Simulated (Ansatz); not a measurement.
C$_{2}$H$_{8}$AlNSi (`C=CN[SiH2][AlH2]`). The species carries charge 0 and has multiplicity 1. The structure was optimised at the PBE0-D4/def2-TZVP level. It is one conformer, not always the lowest.

```xyz
13

C    -1.182   -0.008    0.790
C    -1.123   -0.491   -0.519
N    -0.010   -0.965   -1.051
Si    1.566   -0.502   -0.248
Al    0.407    1.509    0.662
H    -0.636   -0.563    1.551
H    -2.140    0.373    1.124
H    -1.988   -0.399   -1.174
H    -0.065   -1.268   -2.011
H     2.529   -0.628   -1.382
H     1.900   -1.636    0.670
H     0.062    2.508   -0.540
H     0.682    2.069    2.129
```

Question: What is the dipole moment at B3LYP/def2-TZVPP? (An estimate is asked.)

Answer: Ansatz gave: 4.01 D, with components (-2.05, -2.74, -2.08) D in this frame, pointing from negative to positive charge.

Question: And with PBE, r2SCAN, ωB97M-V? (Estimate.)

Answer: Computed: PBE 3.97 D, r2SCAN 4.10 D, ωB97M-V 4.07 D.

Question: Give the Mulliken charges with B3LYP, r2SCAN, ωB97M-V in def2-TZVPP. (An estimate is asked.)

Answer: Ansatz gave: 
```
atom  B3LYP  r2SCAN  ωB97M-V
  C1  -0.40   -0.39    -0.49
  C2   0.09    0.17     0.14
  N3  -0.19   -0.23    -0.18
 Si4   0.11    0.11     0.03
 Al5   0.33    0.37     0.28
  H6   0.16    0.15     0.19
  H7   0.11    0.10     0.12
  H8   0.12    0.09     0.13
  H9   0.16    0.17     0.13
 H10  -0.08   -0.08    -0.03
 H11  -0.08   -0.08    -0.04
 H12  -0.18   -0.19    -0.14
 H13  -0.17   -0.18    -0.13
```

B3LYP here is the variant with VWN-RPA as its local correlation; programs differ in this.
